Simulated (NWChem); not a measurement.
Molecule: C2HF2O2, doublet; SMILES O=C(O)[C](F)F

```xyz
7

O      1.1904    -1.3576    -0.0088
C      0.1218    -0.7680     0.0017
O     -1.0980    -1.3664    -0.0002
C      0.0080     0.6644     0.0442
F      1.0678     1.4349    -0.0076
F     -1.1342     1.3138    -0.0140
H     -0.9201    -2.3248    -0.0098
```
Atoms are numbered in this order, from 1.

All runs: NWChem. Spin-unrestricted. Coordinates come from a B3LYP/6-31G* (spherical d), spin-unrestricted optimisation. No stability test was run on the SCF state. Level TPSS/def2-SVP: single points from the atomic guess with DIIS by default; each run changes one setting, and all converged runs end within 0.3 mHa of each other.

Question: Which setting needs the most SCF iterations, or fails (occupation smearing of 0.005 Ha; defaults; core-Hamiltonian guess; no level shifting; level shift of 0.5 Ha throughout)?

Answer: level shift of 0.5 Ha throughout, with 38 against 11 for the defaults.
```csv
setting,SCF iterations
defaults,11
occupation smearing of 0.005 Ha,11
no level shifting,11
level shift of 0.5 Ha throughout,38
core-Hamiltonian guess,16
```
